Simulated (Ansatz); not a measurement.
Start from `OCO[SiH2]S` and change one atom or group to get `C=COCO`.

Ansatz, PBE0-D4/def2-TZVP geometries, multiplicity 1. Each molecule was computed in one conformer, which needn't be the lowest.

```csv
property,`OCO[SiH2]S`
LUMO energy (PBE0/def2-TZVPP) / eV,0.37
HOMO energy (ωB97M-V/def2-TZVPP) / eV,-9.82
HOMO–LUMO gap (ωB97M-V/def2-TZVPP) / eV,11.85
HOMO energy (B3LYP/def2-TZVPP) / eV,-7.34
size of the dipole moment (ωB97M-V/def2-TZVPP) / D,1.97
size of the dipole moment (PBE/def2-TZVPP) / D,1.96
```

Problem. Give the same properties after the change, and the shifts. (Best estimate.)

Solution. Ansatz gave: 
```json
{"property": "LUMO energy (PBE0/def2-TZVPP) / eV", "`C=COCO`": "0.74", "shift": "0.37"}
{"property": "HOMO energy (ωB97M-V/def2-TZVPP) / eV", "`C=COCO`": "-9.17", "shift": "0.65"}
{"property": "HOMO–LUMO gap (ωB97M-V/def2-TZVPP) / eV", "`C=COCO`": "11.69", "shift": "-0.16"}
{"property": "HOMO energy (B3LYP/def2-TZVPP) / eV", "`C=COCO`": "-6.69", "shift": "0.65"}
{"property": "size of the dipole moment (ωB97M-V/def2-TZVPP) / D", "`C=COCO`": "1.39", "shift": "-0.58"}
{"property": "size of the dipole moment (PBE/def2-TZVPP) / D", "`C=COCO`": "1.28", "shift": "-0.68"}
```

With PBE0 the HOMO rises by 0.70 eV and the LUMO rises by 0.37 eV, so the gap narrows by about 0.33 eV. PBE moves the HOMO by 0.67 eV and ωB97M-V by 0.65 eV. Dipoles are sizes alone; their direction can turn.

B3LYP here is the variant with VWN-RPA as its local correlation; programs differ in this.
